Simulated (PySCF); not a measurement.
The dipole of `C=CCO[Si@](N)(O)C(=C)C` from its density and from atomic charges.

Coordinates (GFN2-xTB, Å) and charges (e) from the PBE0/pcSseg-1 density (PySCF):

```tsv
atom	x	y	z	Mulliken	IAO	Hirshfeld	ESP-fitted
C1	2.787	0.810	-1.215	-0.1476	-0.3159	-0.0925	-0.5210
C2	2.168	-0.346	-1.076	-0.3223	-0.1465	-0.0373	-0.1401
C3	2.079	-1.107	0.211	+0.1606	-0.0494	+0.0092	+0.1547
O4	0.755	-1.377	0.587	-0.6485	-0.6435	-0.2297	-0.5197
Si5	-0.403	-0.324	1.043	+1.2892	+1.4922	+0.4886	+0.9668
N6	0.375	1.120	1.620	-0.6503	-0.8678	-0.3301	-1.0236
O7	-1.226	-1.000	2.273	-0.5475	-0.7943	-0.3053	-0.7379
C8	-1.744	-0.059	-0.267	-0.6085	-0.2861	-0.0885	+0.0492
C9	-1.570	-0.270	-1.564	-0.1040	-0.3048	-0.1099	-0.5218
C10	-3.061	0.431	0.257	-0.1954	-0.4172	-0.1230	-0.3960
H11	3.300	1.280	-0.391	+0.1156	+0.1438	+0.0475	+0.2182
H12	2.826	1.328	-2.159	+0.1233	+0.1567	+0.0504	+0.2114
H13	1.660	-0.808	-1.911	+0.1249	+0.1470	+0.0488	+0.1684
H14	2.568	-2.082	0.095	+0.1264	+0.1554	+0.0480	+0.0787
H15	2.582	-0.550	1.009	+0.0977	+0.1282	+0.0375	+0.0664
H16	-0.204	1.809	2.073	+0.1887	+0.2649	+0.1154	+0.3914
H17	1.005	1.586	0.987	+0.1875	+0.2599	+0.0996	+0.3584
H18	-0.746	-1.352	3.019	+0.2456	+0.3670	+0.1771	+0.4565
H19	-2.359	-0.103	-2.284	+0.0989	+0.1356	+0.0395	+0.2004
H20	-0.637	-0.626	-1.963	+0.1068	+0.1353	+0.0316	+0.1722
H21	-3.809	0.487	-0.531	+0.1053	+0.1375	+0.0416	+0.1254
H22	-3.407	-0.238	1.041	+0.1411	+0.1605	+0.0411	+0.1391
H23	-2.942	1.418	0.702	+0.1125	+0.1413	+0.0397	+0.1028
```

Compute μ = Σ q r for each scheme (1 e·Å = 4.803 D) and compare with the dipole of the full density.

The full density gives (1.57, 1.64, -0.01) D, 2.27 D in size; dipole vectors point from the negative to the positive end.

```json
{"scheme": "Mulliken", "μx": "2.07", "μy": "1.87", "μz": "0.54", "size (D)": "2.84", "share of the full size (%)": "125", "angle to the full dipole (°)": "12"}
{"scheme": "IAO", "μx": "2.15", "μy": "1.91", "μz": "-0.27", "size (D)": "2.89", "share of the full size (%)": "127", "angle to the full dipole (°)": "7"}
{"scheme": "Hirshfeld", "μx": "1.35", "μy": "0.68", "μz": "0.26", "size (D)": "1.53", "share of the full size (%)": "67", "angle to the full dipole (°)": "22"}
{"scheme": "ESP-fitted", "μx": "1.56", "μy": "1.65", "μz": "-0.03", "size (D)": "2.27", "share of the full size (%)": "100", "angle to the full dipole (°)": "1"}
```

Which set comes closest?

Length of the difference vector: ESP-fitted 0.02 D, IAO 0.69 D, Mulliken 0.78 D, Hirshfeld 1.02 D. Closest: ESP-fitted. The schemes that divide the density aren't constrained to reproduce the dipole.

What is left for the Hirshfeld atoms' own dipoles?

The shares of the density sum to the whole, so what Σ q r misses lies in dipoles about the nuclei. The atomic dipoles sum to (1.57, 1.64, -0.01) − (1.35, 0.68, 0.26) = (0.22, 0.96, -0.27) D, 1.02 D in size.

With the origin at the mean of the coordinates, (0.000, 0.001, 0.068) Å, which are the largest single terms, by size, of the ESP-fitted dipole along the direction of the full one?

C1 -6.31, O7 +5.61, N6 -5.20, C10 +3.44, H11 +3.36 D; all 23 atoms together +2.27 D. The single terms depend on the origin, their sum doesn't.

Give the size of the full dipole in other units.

2.27 D = 0.893 au = 0.472 e·Å = 7.57 × 10⁻³⁰ C·m.

The structure is a single GFN2-xTB conformer in the gas phase; no vibrational or solvent corrections. GFN2-xTB frequencies show an imaginary mode (35i cm⁻¹), so this geometry is no minimum at that level.
